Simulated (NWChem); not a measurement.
Molecule: C4H3FO; SMILES c1cc(co1)F

Program: NWChem. Structure relaxed at the PBE-D3(BJ)/def2-SVP level. Level: B3LYP/def2-SVP with COSMO at NWChem's default radii, gas-phase geometry; the question gives the dielectric constant.

Problem. Estimate the computed values for dielectric constant 20.7. Quantities: electrostatic solvation energy (kcal/mol); dipole in solution (D).

Solution. 
```
Property                                   Value
-----------------------------------------  -----
electrostatic solvation energy (kcal/mol)   -2.9
dipole in solution (D)                      1.28
```
